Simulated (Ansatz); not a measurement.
System: propane-2,2-diselenol, C₃H₈Se₂ (charge 0, singlet). 
Structure (B3LYP-D3(BJ)/def2-TZVP (Ansatz, a quantum-chemistry and plane-wave program) minimum search):
```xyz
13

C     -1.1982    -0.0235    -1.5784
C     -0.0861    -0.3270    -0.5828
C      0.8074    -1.4612    -1.0681
Se    -0.8423    -0.9289     1.1632
Se     0.9568     1.3635    -0.3885
H     -1.8021    -0.9171    -1.7410
H     -1.8540     0.7701    -1.2223
H     -0.7723     0.2838    -2.5379
H      1.6188    -1.6634    -0.3700
H      0.2215    -2.3764    -1.1923
H      1.2448    -1.1997    -2.0324
H     -1.5210     0.3423     1.4561
H      1.8355     0.8527     0.6740
```

Basis-set convergence of Hartree-Fock and MP2 correlation energies (hartree) with Ansatz. Cores are frozen in the correlated levels unless marked. No spin-orbit coupling. Frozen are the shells of the preceding noble gas and the d and f shells that filled before the atom's block. No relativistic terms.

```tsv
basis	functions	E(HF)	E(corr, MP2)
aug-cc-pVDZ	213	-4917.89128	-0.71925
aug-cc-pVTZ	440	[?]	[?]
```

**Question.** Complete the blanks.

**Answer.** 
- aug-cc-pVTZ, E(HF): -4918.06621
- aug-cc-pVTZ, E(corr, MP2): -0.87105
